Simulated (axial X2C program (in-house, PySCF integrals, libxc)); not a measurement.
# Spin–orbit effects down a group: molecules with Cu, CCSD(T)

Computed with an axial X2C code built on PySCF integrals, spin-free (one-electron X2C) or two-component (2c: spin–orbit coupling with atomic mean-field Coulomb and Gaunt terms, which also bring small scalar terms), in Dyall basis sets with cores contracted in-house; open shells are unrestricted.

Basis sets: Cu dyall-cv3z, H dyall-v3z, Li dyall-cv3z, Na dyall-cv3z. Frozen shells (counts by l): CuH Cu 3s2p, H none, 12 electrons correlated; LiCu Cu 3s2p, Li 1s, 12 electrons correlated; NaCu Cu 3s2p, Na 2s1p, 12 electrons correlated. Coupled cluster in natural virtuals with an MP2 remainder. Where the outer core of a metal is frozen, bonds come out longer and ionisation energies lower.

```tsv
molecule	spin-free state	Re (Å)	ωe (cm⁻¹)	De (eV)	2c state	Re 2c (Å)	ωe 2c (cm⁻¹)	De 2c (eV)
CuH	M_S = 0, Λ = 0	1.448	1986.9	2.90	Ω = 0	1.448	1984.9	2.89
LiCu	M_S = 0, Λ = 0	2.281	385.0	1.87	Ω = 0	2.281	384.8	1.87
NaCu	M_S = 0, Λ = 0	2.570	213.1	1.58	Ω = 0	2.570	213.2	1.57
```

Work out the shifts from the spin-free to the two-component result.



```
molecule  2c state  ΔRe (Å)  Δωe (cm⁻¹)  ΔDe (eV)
     CuH     Ω = 0    0.000        -2.0     -0.01
    LiCu     Ω = 0    0.000        -0.2      0.00
    NaCu     Ω = 0    0.000         0.1     -0.01
```

Shifts of one unit in the last digit are rounding.

Each entry is the lowest single determinant of a limited PBE0 search at one distance. De goes to single-determinant-based atoms at the same level (for ions the charge split of lowest energy) and is withheld (n/a) where an atom does not fit its ground term or J level. Main or longest-lived isotopes. One determinant is a doubtful description, or other states lie close, for CuH, LiCu, NaCu; these need not be ground states, and all values refer to the states named.
